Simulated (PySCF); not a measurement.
Gas-phase reaction: 2 HfCl₃OH + 2 H₂O ⇌ 2 HfCl₂(OH)₂ + H₂ + 2 Cl

Computed with PySCF and rigid-rotor harmonic-oscillator thermochemistry at 1 bar. † marks an energy on the PBE0/def2-TZVP geometry and frequencies; other levels use their own. MP2 and CCSD(T) freeze the core. Open shells (unrestricted): Cl (multiplicity 2); the rest are closed-shell singlets. Spin-orbit splitting is ignored; it lowers the true energy and changes the entropy of Cl. B3LYP is the form with VWN-RPA correlation. Hf: scalar-relativistic def2 core potential, no spin-orbit coupling. HfCl₃OH, HfCl₂(OH)₂: computed as isolated molecules; such fragments, hydroxides, amides, oligomers or adducts are transient or little studied in the gas. MP2 isn't extrapolated to the basis-set limit. CCSD(T) isn't extrapolated to the basis-set limit.

```
level               ΔH°(298 K), kJ
------------------  --------------
B3LYP/def2-TZVP†               430
CCSD(T)/def2-SVP†                …
M06-2X/def2-TZVP†              456
MP2/def2-TZVPP†                  …
PBE0/def2-SVP†                 441
PBE0/def2-TZVP                   …
r2SCAN/def2-TZVP†              460
LDA/def2-TZVP†                   …
ωB97M-V/def2-TZVP†             459
```

Task: What belongs in the gaps?

Result: 
- CCSD(T)/def2-SVP†, ΔH°(298 K), kJ: 391
- MP2/def2-TZVPP†, ΔH°(298 K), kJ: 479
- PBE0/def2-TZVP, ΔH°(298 K), kJ: 467
- LDA/def2-TZVP†, ΔH°(298 K), kJ: 544
